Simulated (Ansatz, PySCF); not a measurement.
C2H2F4, SMILES FC(C(F)F)F. Atoms are numbered in the order given.

```xyz
8

F     -1.3615    -0.1000     1.0986
C     -0.6938     0.3164     0.0000
F     -1.3615    -0.1000    -1.0986
C      0.6938    -0.3164     0.0000
F      1.3615     0.1000    -1.0986
F      1.3615     0.1000     1.0986
H     -0.6295     1.4191     0.0000
H      0.6295    -1.4191     0.0000
```
Charge 0, spin multiplicity 1.

Geometry optimised at B3LYP-D3(BJ)/def2-SVP. One conformer was computed; it need not be the lowest.

Two levels are set side by side: PBE-D3(BJ)/def2-SVP (Ansatz, a program for electronic structure) and B3LYP-D3(BJ)/def2-SVP (Ansatz). Each level has its own optimised geometry; the coordinates shown are those of the second. Frequencies come from the Hessian of PySCF at each geometry. Differences are taken from unrounded values.

```tsv
quantity	B3LYP-D3(BJ)
mean bond length (Å)	1.306
bond F1–C2 (Å)	1.351
bond C2–F3 (Å)	1.351
bond C2–C4 (Å)	1.525
bond C4–F5 (Å)	1.351
bond C4–F6 (Å)	1.351
bond C2–H7 (Å)	1.105
bond C4–H8 (Å)	1.105
highest harmonic wavenumber (cm⁻¹)	3085
mean harmonic wavenumber (cm⁻¹)	1124
zero-point energy (kcal/mol)	28.93
```

Problem. What does PBE-D3(BJ) give, and how far is it from B3LYP-D3(BJ)? (Estimate from the structure and the level; the computed values follow.)

Solution. 
```json
[
 {"quantity": "mean bond length (Å)", "PBE-D3(BJ)": "1.314", "PBE-D3(BJ) minus B3LYP-D3(BJ)": "0.009"},
 {"quantity": "bond F1–C2 (Å)", "PBE-D3(BJ)": "1.360", "PBE-D3(BJ) minus B3LYP-D3(BJ)": "0.008"},
 {"quantity": "bond C2–F3 (Å)", "PBE-D3(BJ)": "1.360", "PBE-D3(BJ) minus B3LYP-D3(BJ)": "0.008"},
 {"quantity": "bond C2–C4 (Å)", "PBE-D3(BJ)": "1.532", "PBE-D3(BJ) minus B3LYP-D3(BJ)": "0.007"},
 {"quantity": "bond C4–F5 (Å)", "PBE-D3(BJ)": "1.360", "PBE-D3(BJ) minus B3LYP-D3(BJ)": "0.008"},
 {"quantity": "bond C4–F6 (Å)", "PBE-D3(BJ)": "1.360", "PBE-D3(BJ) minus B3LYP-D3(BJ)": "0.008"},
 {"quantity": "bond C2–H7 (Å)", "PBE-D3(BJ)": "1.115", "PBE-D3(BJ) minus B3LYP-D3(BJ)": "0.010"},
 {"quantity": "bond C4–H8 (Å)", "PBE-D3(BJ)": "1.115", "PBE-D3(BJ) minus B3LYP-D3(BJ)": "0.010"},
 {"quantity": "highest harmonic wavenumber (cm⁻¹)", "PBE-D3(BJ)": "2993", "PBE-D3(BJ) minus B3LYP-D3(BJ)": "-92"},
 {"quantity": "mean harmonic wavenumber (cm⁻¹)", "PBE-D3(BJ)": "1086", "PBE-D3(BJ) minus B3LYP-D3(BJ)": "-39"},
 {"quantity": "zero-point energy (kcal/mol)", "PBE-D3(BJ)": "27.94", "PBE-D3(BJ) minus B3LYP-D3(BJ)": "-0.99"}
]
```

Exact exchange shortens and stiffens bonds; PBE has none. Differences between two approximate levels are no errors against the true value.
